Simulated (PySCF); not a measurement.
Methyl furan-3-carboxylate, C6H6O3.
Atom-mapped SMILES: `[CH3:1][O:2][C:3](=[O:4])[c:5]1[cH:6][cH:7][o:8][cH:9]1` (hydrogens: H10, H11, H12 on C1; H13 on C6; H14 on C7; H15 on C9)

The calculation used PBE0-D3(BJ)/def2-SVP geometry optimisation, gas phase in PySCF.

**Question.** Give the optimised bond lengths and angles.

**Answer.** 
```tsv
bond	length (Å)	order
C1–O2	1.415	single
O2–C3	1.340	single
C3=O4	1.206	double
C3–C5	1.469	single
C5–C6	1.434	aromatic
C6–C7	1.359	aromatic
C7–O8	1.355	aromatic
O8–C9	1.337	aromatic
C5–C9	1.369	aromatic
C1–H10, C1–H11, C1–H12	1.099	single
C6–H13	1.087	single
C7–H14	1.087	single
C9–H15	1.087	single
```

Bonds in one row agree within 0.01 Å and their mean is given. Orders are formal, as drawn. A selection of angles:
```tsv
angle	degrees
C1–O2–C3	115.6
O2–C3–O4	123.4
O2–C3–C5	111.6
O4–C3–C5	125.0
C3–C5–C6	129.6
C3–C5–C9	124.4
C6–C5–C9	106.0
C5–C6–C7	105.6
C6–C7–O8	110.4
C7–O8–C9	107.9
C5–C9–O8	110.2
```

Torsions: C1–O2–C3–O4 0° (synperiplanar); O2–C3–C5–C6 0° (synperiplanar).

The C–O distances run from 1.206 Å (C3=O4, drawn double) to 1.415 Å (C1–O2, drawn single), a spread of 0.209 Å. Of the pairs four or more bonds apart, O4···H11 is among the closest relative to their van der Waals radii: 2.62 Å, 96 % of the sum of Bondi's values. O2 (ester single-bonded oxygen) is bent (angle 115.6°). The 9 heavy atoms lie in one plane (0.003 Å rms). O8 (furan-type oxygen) is bent (angle 107.9°). The 5-membered ring C5–C6–C7–O8–C9 has internal angles of 105.6° to 110.4°; it is planar, 0.00 Å rms from its mean plane, widest ring torsion 0°. The C–C distances run from 1.359 Å (C6–C7, aromatic) to 1.469 Å (C3–C5, drawn single), a spread of 0.110 Å.

Point group: Cs (every atom within 0.08 Å of its image). Stationary, but not proved a minimum. One conformer, not necessarily the lowest.

The run took 49 s wall on one thread, Arm Neoverse V2 (aarch64), no GPU (shared host), and the process peaked at 0.75 GiB of memory. This is the geometry optimisation.
